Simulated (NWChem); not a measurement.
System: CH4O2Si; SMILES O=C[SiH2]O

Input file for NWChem:

```
start job
memory heap 200 mb stack 900 mb global 1100 mb
geometry units angstroms noautosym nocenter noautoz
  O     -0.656557     1.654419     0.000000
  C      0.461226     1.158617     0.000000
  Si     0.544337    -0.772818     0.000000
  O     -1.060873    -1.181134     0.000000
  H      1.352188     1.828381     0.000000
  H      1.266055    -1.245634    -1.210649
  H      1.266055    -1.245634     1.210649
  H     -1.597533    -0.365773     0.000000
end
basis spherical
  * library 6-31g*
end
dft
  xc b3lyp
  iterations 150
end
cosmo
  do_cosmo_smd true
  solvent water
end
task dft energy
```

Parts of the log:

```
             Northwest Computational Chemistry Package (NWChem) 7.3.0
             --------------------------------------------------------

                             Geometry "geometry" -> ""
                             -------------------------

 Output coordinates in angstroms (scale by  1.889725989 to convert to a.u.)

  No.       Tag          Charge          X              Y              Z
 ---- ---------------- ---------- -------------- -------------- --------------
    1 O                    8.0000    -0.65655700     1.65441900     0.00000000
    2 C                    6.0000     0.46122600     1.15861700     0.00000000
    3 Si                  14.0000     0.54433700    -0.77281800     0.00000000
    4 O                    8.0000    -1.06087300    -1.18113400     0.00000000
    5 H                    1.0000     1.35218800     1.82838100     0.00000000
    6 H                    1.0000     1.26605500    -1.24563400    -1.21064900
    7 H                    1.0000     1.26605500    -1.24563400     1.21064900
    8 H                    1.0000    -1.59753300    -0.36577300     0.00000000

 Effective nuclear repulsion energy (a.u.)     160.7599549724

                                 NWChem DFT Module
                                 -----------------

 Summary of "ao basis" -> "ao basis" (spherical)
 ------------------------------------------------------------------------------
       Tag                 Description            Shells   Functions and Types
 ---------------- ------------------------------  ------  ---------------------
 O                           6-31g*                  6       14   3s2p1d
 C                           6-31g*                  6       14   3s2p1d
 Si                          6-31g*                  8       18   4s3p1d
 H                           6-31g*                  2        2   2s

 in cosmo_initialize ...
 calling solv_data for solv:h2o

 solvent parameters
 solvname_short: h2o
 solvname_long:  water
 dielec:       78.4000
 dielecinf:     1.7769
 aqueous SMD model solvent descriptors
 dielec:       78.4000
 sola:          0.8200

          ---------------
          -cosmo- solvent
          ---------------
 Cosmo: York-Karplus, doi: 10.1021/jp992097l
 dielectric constant -eps-     =  78.40
 screen = (eps-1)/(eps    )    =   0.98724
 surface charge correction     = lagrangian

   van der Waals surface
 --------------------------

[...]

                                COSMO-SMD solvation results
                                ---------------------------

             internal energy in gas <Psi(g)|H|Psi(g)> =      -480.452208204023
         internal energy in solvent <Psi(s)|H|Psi(s)> =      -480.450107788183
                               delta internal energy  =         0.002100415840 (    1.32 kcal/mol)
   total free energy in solvent <Psi(s)|H+V/2|Psi(s)> =      -480.463980645281
 polarization energy contribution <Psi(s)|V/2|Psi(s)> =        -0.013872857099 (   -8.71 kcal/mol)
    total free energy in solvent including G(SMD-CDS) =      -480.457529559330
                       G(SMD-CDS) energy contribution =         0.006451085951 (    4.05 kcal/mol)
     1 M fixed-concentration free energy of solvation =        -0.005321355307 (   -3.34 kcal/mol)

                       DFT Final Molecular Orbital Analysis
                       ------------------------------------

 Vector   18  Occ=2.000000D+00  E=-3.723987D-01
              MO Center= -8.9D-01, -7.9D-01,  3.4D-09, r^2= 1.9D+00
   Bfn.  Coefficient  Atom+Function         Bfn.  Coefficient  Atom+Function
  ----- ------------  ---------------      ----- ------------  ---------------
    50      0.458605  4 O  py                54      0.333343  4 O  py
    49      0.288938  4 O  px                53      0.190874  4 O  px
    18      0.180548  2 C  py                52     -0.170197  4 O  s
    35     -0.163963  3 Si px                 4      0.162820  1 O  py
     3      0.136226  1 O  px                48     -0.111879  4 O  s

 Vector   19  Occ=2.000000D+00  E=-3.130881D-01
              MO Center= -1.2D-01, -1.1D+00,  5.6D-09, r^2= 2.5D+00
   Bfn.  Coefficient  Atom+Function         Bfn.  Coefficient  Atom+Function
  ----- ------------  ---------------      ----- ------------  ---------------
    51      0.497489  4 O  pz                55      0.389971  4 O  pz
    64      0.280936  6 H  s                 66     -0.280936  7 H  s
    37     -0.190325  3 Si pz                63      0.173897  6 H  s
    65     -0.173897  7 H  s                 45      0.100448  3 Si d  1
    41      0.077116  3 Si pz                33      0.076617  3 Si pz

 Vector   20  Occ=2.000000D+00  E=-2.553891D-01
              MO Center= -5.7D-04,  1.1D+00, -2.0D-10, r^2= 2.3D+00
   Bfn.  Coefficient  Atom+Function         Bfn.  Coefficient  Atom+Function
  ----- ------------  ---------------      ----- ------------  ---------------
     4      0.483926  1 O  py                 8      0.372253  1 O  py
    36      0.303111  3 Si py                62     -0.262933  5 H  s
    18     -0.246857  2 C  py                61     -0.187918  5 H  s
     3      0.173163  1 O  px                34      0.139916  3 Si s
     7      0.136298  1 O  px                20      0.126890  2 C  s

 Vector   21  Occ=0.000000D+00  E=-5.956803D-02
              MO Center=  1.9D-01,  1.1D+00,  4.6D-10, r^2= 1.9D+00
   Bfn.  Coefficient  Atom+Function         Bfn.  Coefficient  Atom+Function
  ----- ------------  ---------------      ----- ------------  ---------------
    23      0.509581  2 C  pz                19      0.472797  2 C  pz
     9     -0.429733  1 O  pz                 5     -0.417330  1 O  pz
    64      0.210448  6 H  s                 66     -0.210448  7 H  s
    41      0.172334  3 Si pz                37      0.091401  3 Si pz
    43      0.088664  3 Si d -1              63      0.067836  6 H  s

[...]
```

Level: B3LYP/6-31G* (spherical d), SMD on the gas-phase geometry. Structure relaxed at the B3LYP/6-31G* (spherical d) level. Solvent: water.
